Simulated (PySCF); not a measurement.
Members of one series of related molecules.

All values: PBE0/def2-SVPD (PySCF) at PBE0-D3(BJ)/def2-SVP geometries, gas phase, one conformer each. Core orbitals are frozen in the response; Δα² is half the sum of the squared differences of the principal polarisabilities. The calculation is non-relativistic, for germanium too.

Task: Rank by HOMO–LUMO gap, highest first.
A. `CC#C[SiH2][NH][GeH3]`
B. `[SiH2](C(C)=O)[NH][GeH3]`
C. `[GeH3][NH][SiH2]C1CC1`

Result: C (7.26 eV), A (7.00 eV), B (5.42 eV).

Task: Rank by dipole moment, highest first.
A. `[CH3:1][C:2]#[C:3][SiH2:4][NH:5][GeH3:6]` with C3–Si4–N5–Ge6 79°
B. `[CH3:1][C:2](=[O:3])[SiH2:4][NH:5][GeH3:6]` with C1–C2–Si4–N5 6°, C2–Si4–N5–Ge6 -99°
C. `[GeH3:1][NH:2][SiH2:3][CH:4]1[CH2:5][CH2:6]1` with Ge1–N2–Si3–C4 -33°, N2–Si3–C4–C5 152°

Result: B (3.64 D), A (1.69 D), C (0.48 D).

All values together:

```csv
SMILES,formula,μ (D),HOMO (eV),LUMO (eV),α (Å³),Δα (Å³),electrons,α per electron (Å³),ΔSCF removal energy (eV)
[GeH3][NH][SiH2]C1CC1,C3H11GeNSi,0.48,-7.11,0.15,14.57,3.41,82,0.178,8.92
[SiH3]C[SiH2][NH][GeH3],CH11GeNSi2,0.45,-7.22,-0.07,15.65,3.17,84,0.186,8.97
CC#C[SiH2][NH][GeH3],C3H9GeNSi,1.69,-7.23,-0.24,15.25,6.83,80,0.191,8.93
CC(=O)[SiH2][NH][GeH3],C2H9GeNOSi,3.64,-6.57,-1.15,13.89,4.27,82,0.169,8.40
```

Conformers: `[GeH3:1][NH:2][SiH2:3][CH:4]1[CH2:5][CH2:6]1` with Ge1–N2–Si3–C4 -33°, N2–Si3–C4–C5 152°; `[SiH3:1][CH2:2][SiH2:3][NH:4][GeH3:5]` with Si1–C2–Si3–N4 -39°, C2–Si3–N4–Ge5 -70°; `[CH3:1][C:2]#[C:3][SiH2:4][NH:5][GeH3:6]` with C3–Si4–N5–Ge6 79°; `[CH3:1][C:2](=[O:3])[SiH2:4][NH:5][GeH3:6]` with C1–C2–Si4–N5 6°, C2–Si4–N5–Ge6 -99°.
